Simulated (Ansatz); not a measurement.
Input for Ansatz (a quantum-chemistry and plane-wave program):
Ansatz 0.2 input:
```yaml
crystal:
  periodic: [false, false, false]
  atoms:
    - {symbol: O, position_ang: [-1.19502904, -0.51179322, 0.02875724]}
    - {symbol: S, position_ang: [-0.14028508, 0.46479902, 0.00071897]}
    - {symbol: F, position_ang: [1.31164375, -0.37138205, -0.02684017]}
basis:
  gaussian:
    orbitals: 6-31G*
magnetization: {spin_polarized: true, initial_magnetization: 1}
correlation: {method: mp2}
```

What does this run give for the total energy, SCF-reference <S^2>, number of basis functions, MP2 correlation energy?


```
Item                              Value
-------------------------  ------------
total energy               -572.2174 Eh
SCF-reference <S^2>               0.770
number of basis functions            49
MP2 correlation energy       -0.4750 Eh
```
